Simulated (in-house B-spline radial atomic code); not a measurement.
The numbers below are computed, except where a source is named.
Making a Troullier-Martins s channel for Ni, r_c = 0.49 bohr

Ni, [Ar] 3d8 4s2, non-relativistic LDA (VWN5), spherical and spin-unpolarised, from a B-spline radial code for spherical atoms (atomic units). The all-electron 3s level is ε = -3.950718 hartree, its outermost node lies just inside 0.31 bohr and its outer maximum at 0.65 bohr.

Inside r_c the pseudo-orbital is u(r) = r^1 exp(p(r)), with p = c0 + c2 r² + c4 r⁴ + … + c12 r¹². The seven coefficients follow from p and its first four derivatives at r_c, from zero curvature of the screened potential at the origin, c4 = −c2²/(2l + 5), and from the norm inside r_c. At r_c the all-electron orbital has P = 1.057254, P' = 3.283039, the screened potential V = -16.74195, V' = 66.74501, V'' = -344.9394, and the norm inside is Q = 0.1447366.

Q: What are p, p' and p'' at r_c?

A: p = ln(P/r_c^1) = ln(1.057254/0.49) = 0.76902. p' = P'/P − 1/r_c = 3.10525 − 2.04082 = 1.06443. The radial equation gives p'' = 2(V − ε) − 2(1) p'/r_c − p'² = -25.58246 − (4.34463) − 1.13302 = -31.06012. Differentiating, p''' = 2V' + 2(1)p'/r_c² − 2(1)p''/r_c − 2p'p'' = 335.26, and p'''' = 2V'' − 4(1)p'/r_c³ + 4(1)p''/r_c² − 2(1)p'''/r_c − 2p''² − 2p'p''' = -5255.1.

For a trial c2 the five matching conditions are linear in c0, c6, c8, c10 and c12, and c2 is varied until the norm inside r_c equals Q. The root nearest zero gives:

```json
{"n": "0", "c_n": "1.525048"}
{"n": "2", "c_n": "-18.1645"}
{"n": "4", "c_n": "-65.98983"}
{"n": "6", "c_n": "2585.844"}
{"n": "8", "c_n": "-16422.82"}
{"n": "10", "c_n": "42620.33"}
{"n": "12", "c_n": "-40775.63"}
```

Q: Check c4 and p(r_c), and find the screened pseudopotential at the origin.

A: −c2²/5 = -65.9898, as listed. The terms c_n r_c^n are 1.52505, -4.36130, -3.80418, 35.79141, -54.57783, 34.00773, -7.81185, which sum to 0.76903. Inverting the radial equation, V_l(r) = ε + 1 p'/r + (p'' + p'²)/2, so V_l(0) = ε + (2l + 3) c2 = -3.950718 + 3 × (-18.1645) = -58.4442 hartree, finite where the all-electron potential diverges.

Orbitals and screened potentials:

```json
{"r (bohr)": "0.049", "P": "0.2673", "u": "0.2155", "V all-electron": "-476.3", "V pseudo": "-58.09"}
{"r (bohr)": "0.122", "P": "-0.5218", "u": "0.4249", "V all-electron": "-152.7", "V pseudo": "-47.76"}
{"r (bohr)": "0.196", "P": "-0.652", "u": "0.4559", "V all-electron": "-78.25", "V pseudo": "-14.89"}
{"r (bohr)": "0.27", "P": "-0.2525", "u": "0.4319", "V all-electron": "-47.81", "V pseudo": "18.79"}
{"r (bohr)": "0.343", "P": "0.2788", "u": "0.5074", "V all-electron": "-32.13", "V pseudo": "31.15"}
{"r (bohr)": "0.416", "P": "0.7377", "u": "0.756", "V all-electron": "-22.82", "V pseudo": "3.863"}
{"r (bohr)": "0.49", "P": "1.057", "u": "1.057", "V all-electron": "-16.74", "V pseudo": "-16.74"}
```

Logarithmic derivatives P'/P at R = 0.79 bohr, for energies E around ε:

```json
{"E − ε (hartree)": "-0.5", "all-electron": "-0.670887", "pseudo": "-0.672541"}
{"E − ε (hartree)": "-0.25", "all-electron": "-0.870727", "pseudo": "-0.871179"}
{"E − ε (hartree)": "-0.1", "all-electron": "-0.995341", "pseudo": "-0.995417"}
{"E − ε (hartree)": "0", "all-electron": "-1.0805", "pseudo": "-1.0805"}
{"E − ε (hartree)": "0.1", "all-electron": "-1.16739", "pseudo": "-1.16747"}
{"E − ε (hartree)": "0.25", "all-electron": "-1.30112", "pseudo": "-1.30167"}
{"E − ε (hartree)": "0.5", "all-electron": "-1.53366", "pseudo": "-1.53605"}
```

Q: With P(R) = 1.182548 and a norm of 0.6014182 inside R, what slope in energy does norm conservation fix?

A: d(P'/P)/dE = −2 × (norm inside R)/P(R)² = -0.8601 per hartree·bohr at E = ε, for both atoms, since orbital and norm agree at R. Differences over ±0.1 hartree give -0.8602 (all-electron) and -0.8603 (pseudo), which also hold third-order terms. Half a hartree below ε the two curves differ by -0.0017.
